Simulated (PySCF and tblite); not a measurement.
propiophenone, C9H10O, numbered as in [CH3:1][CH2:2][C:3](=[O:4])[c:5]1[cH:6][cH:7][cH:8][cH:9][cH:10]1.

Conformers came from 90 starts (ETKDG and KDG, MMFF94s, GFN2-xTB); geometries are PBE0-D3(BJ)/def2-SVP. Energies: PBE0-D3(BJ)/def2-SVPD (IEF-PCM, chloroform), with GFN2-xTB thermal terms (modes under about 100 cm⁻¹ blended into free rotors). Symmetry numbers and mirror images are counted. Conformers within 3 kcal/mol (GFN2-xTB free energy) were kept, 7 at most. GIAO shieldings: PBE0/pcSseg-1 (IEF-PCM, chloroform). Shifts are against TMS (¹H), TMS (¹³C) at the same level. Run with PySCF (density fitting) and tblite.

Torsions listed: C1–C2–C3–O4, O4–C3–C5–C6. Of a mirror pair one member is shown.

```csv
conformer,shape,weight %,dipole D
1,"-1°, 180°",87.6,3.92
2,"-100°, 5°",12.4,4.05
```

(1) How do the computed shifts compare with measured ones?

## Answers

(1) 
```tsv
nucleus	signal	leading conformer	average	measured	medium
¹H	H1	1.23	1.24	1.18	not stated per compound (mostly CDCl3 or CCl4)
¹H	H2	3.07	3.04	2.92	not stated per compound (mostly CDCl3 or CCl4)
¹³C	C1	9.4	10.1	8.3	not stated per compound (mostly CDCl3 or CCl4)
¹³C	C2	34.5	34.8	31.7	not stated per compound (mostly CDCl3 or CCl4)
```

Measured values: Pretsch, Buehlmann, Badertscher, Structure Determination of Organic Compounds, 4th ed. (2009); Shapiro, Mohrmann, J. Phys. Chem. Ref. Data 1977, 6, 919. Mean difference for ¹H: 0.09 ppm, scatter 0.03 ppm. Mean difference for ¹³C: 2.45 ppm, scatter 0.65 ppm. The computed shifts are unscaled and lack vibrational corrections.
